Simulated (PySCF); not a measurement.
NMR data sheet: C7H9N

```
Formula                               : C7H9N
SMILES                                : C=NCC1=CCC=C1
InChI                                 : InChI=1S/C7H9N/c1-8-6-7-4-2-3-5-7/h2,4-5H,1,3,6H2
Point group of the computed structure : C1
Degrees of unsaturation               : 4
Carbon signals                        : 7
Proton signals                        : 7
```

Bonds (- single, = double, # triple, : aromatic): C1=N2, N2-C3, C3-C4, C4=C5, C5-C6, C6-C7, C7=C8, C8-C4. C1 carries H9, H10; C3 carries H11, H12; C5 carries H13; C6 carries H14, H15; C7 carries H16; C8 carries H17. H9 is cis to C3; H10 is trans to C3.

Theory: geometry: GFN2-xTB, GIAO PBE0/pcSseg-1 shieldings, in PySCF 2.14 (gas phase, one averaged value for each set of equivalent atoms, single conformer, non-relativistic Hamiltonian).

Scale: ¹H (σref 31.72) and ¹³C (σref 186.93) vs TMS; ¹⁵N (σref 267.73) vs NH3 (reference shieldings calculated alike).

| carbon | δC, type | δH (multiplicity) | HMBC from (2–3 bonds) | span of the C tensor (ppm) |
| --- | --- | --- | --- | --- |
| C1 | 154.2, CH2 | H9 7.74 (d); H10 7.19 (d) | H11/H12 | 181 |
| C3 | 68.2, CH2 | 4.65 (s) | H9, H17, H10, H13 | 51 |
| C4 | 154.2, C | – | H17, H16, H13, H11/H12, H14/H15 | 203 |
| C5 | 134.7, CH | 6.32 (t) | H17, H16, H11/H12, H14/H15 | 189 |
| C6 | 45.0, CH2 | 3.05 (m) | H17, H16, H13 | 22 |
| C7 | 141.9, CH | 6.70 (m) | H17, H13, H14/H15 | 213 |
| C8 | 142.7, CH | 7.25 (d) | H16, H13, H11/H12, H14/H15 | 205 |

Other nuclei:
```csv
atoms,nucleus,environment,δ (ppm),σ (ppm)
N2,¹⁵N,imine nitrogen,413.1,-145.4
```

Carbon types of the structure: 1 × C, 3 × CH, 3 × CH2, which accounts for all hydrogens. δC 154.2: C=N carbon. δC 154.2: fully substituted alkene carbon; the olefinic region. δC 142.7, 141.9, 134.7: alkene CH; an sp2 carbon of a C=C bond. δC 68.2: allylic sp3 CH2 bonded to N; deshielded by the electronegative neighbour. δC 45.0: allylic sp3 CH2; a saturated carbon with 2 carbon neighbours and no heteroatom attached.

Shifts are as computed. Against solution values, carbons near 30 ppm lie about +3 ppm off and those near 130 ppm about +5 ppm. Of 1211 compounds with measured shifts, 218 miss one by over three times the rms of a fit or turn the order of signals round; such compounds aren't used in these exercises. Experimental scales use liquid or dissolved standards, which lie at an offset from isolated NH3 (liquid NH3: subtract about 20 ppm). Unscaled 15N shifts of sp2 nitrogen come out 20 to 40 ppm too high even then. Multiplicities follow the n + 1 count of equivalent neighbours, as no J values were calculated; m marks all less simple cases, F and P coupling included.
